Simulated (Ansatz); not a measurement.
An input meant for the cluster Cu₅Se₅²⁻ (charge -2, doublet).

```yaml
crystal:
  periodic: [true, true, true]
  atoms:
    - {symbol: Cu, position_ang: [1.809259, -0.275613, -1.034087]}
    - {symbol: Cu, position_ang: [0.887365, -1.299974, 0.930335]}
    - {symbol: Cu, position_ang: [0.778561, 1.281527, 0.761217]}
    - {symbol: Cu, position_ang: [-1.517282, -0.561498, 0.676598]}
    - {symbol: Cu, position_ang: [-0.549590, 0.677409, -1.263891]}
    - {symbol: Se, position_ang: [-2.599206, 1.277268, 1.490494]}
    - {symbol: Se, position_ang: [-0.683731, -2.513157, -0.301903]}
    - {symbol: Se, position_ang: [-1.044728, 2.566077, 0.028576]}
    - {symbol: Se, position_ang: [2.774733, 0.090129, 1.102473]}
    - {symbol: Se, position_ang: [0.144619, -1.242167, -2.389802]}
basis:
  gaussian: {orbitals: STO-3G}
total_charge: -2
magnetization: {spin_polarized: true, initial_magnetization: 1}
hamiltonian: {xc: {name: wB97X-V}}
output: {forces: true}
```

```sh
$ ansatz run in.yaml --threads 6 --pin off --events-out ev --progress --plain --max-ram 7833MiB
```

Shortened log:

```
Error: YAML parse error: error: line 2 column 3: crystal: missing field `lattice` (a structure is typed as `lattice` and `atoms`, a molecule's as `atoms` in Å alone, or read from a run's directory, `checkpoint`)
 --> <input>:2:3
1 | crystal:
2 |   periodic: [true, true, true]
3 |   atoms:
4 |     - {symbol: Cu, position_ang: [1.809259, -0.275613, -1.034087]}
```

In this input the species is marked periodic without a cell. The program refused the input.
